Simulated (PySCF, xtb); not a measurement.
H6PSi, SMILES [SiH3][PH3+], charge +1.

Harmonic wavenumbers (cm⁻¹) from GFN2-xTB in xtb 6.7.1 at its own minimum, in rising order: 76, 279, 279, 326, 496, 496, 705, 705, 719, 984, 1057, 1057, 2301, 2320, 2321, 2385, 2446, 2446.

Task: What does PySCF with B3LYP-D3(BJ)/def2-TZVP give at its own minimum? (Estimate from the structure and the level; the computed values follow.)

Result: 138, 384, 387, 387, 661, 661, 845, 929, 929, 995, 1098, 1098, 2275, 2315, 2315, 2490, 2520, 2520. Paired by order, the mean absolute difference is 90 cm⁻¹ and the zero-point energies are 30.6 and 32.8 kcal/mol.
